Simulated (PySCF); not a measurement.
NbF4, SMILES [Nb+]([F])([F])([F])[F], charge +1, multiplicity 1. Coordinates come from a PBE-D3(BJ)/def2-SVP optimisation. The multiplicity is an assumed one; other spin states were not compared. The isomer is the one that the SMILES or the coordinates give; other isomers of the formula were not compared. The def2 effective core potentials stand for the cores of Nb; spin–orbit coupling is left out.

Computed equilibrium geometry at PBE-D3(BJ)/def2-SVP (PySCF confirms it by a frequency run) as Cartesian coordinates in Å, and its point group:
point group Td.
```xyz
5

Nb     0.0000     0.0000     0.0000
F      1.0428    -1.0428    -1.0428
F     -1.0428    -1.0428     1.0428
F     -1.0428     1.0428    -1.0428
F      1.0428     1.0428     1.0428
```
Charge +1, spin multiplicity 1.
